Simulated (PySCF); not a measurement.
Computed shifts of a molecule C4H9FSi, PySCF with PBE/pcSseg-1, GIAO, gas phase, equivalent atoms averaged, in ppm (number of nuclei): ¹⁹F: -179.9 (1). ¹³C: 93.9 (1), 40.2 (2), 15.6 (1). ²⁹Si: -68.5 (1). ¹H: 4.27 (3), 2.59 (2), 2.49 (2), 1.96 (1), 1.62 (1). References: ¹⁹F against CFCl3 (σ = 133.6 ppm); ¹³C against TMS (σ = 182.0 ppm); ²⁹Si against TMS (σ = 335.4 ppm); ¹H against TMS (σ = 31.49 ppm), references at their B3LYP-D3(BJ)/def2-TZVP geometries, non-relativistic. Geometry optimised at PBE0-D3(BJ)/def2-SVP. The values are those of a single conformer.

Problem. Identify the compound among the candidates.
A) C/C=C/C[SiH2]F
B) F[C@H]1C[C@@H]([SiH3])C1
C) FC1([SiH3])CCC1
D) CC/C([SiH3])=C/F

Solution. C, FC1([SiH3])CCC1
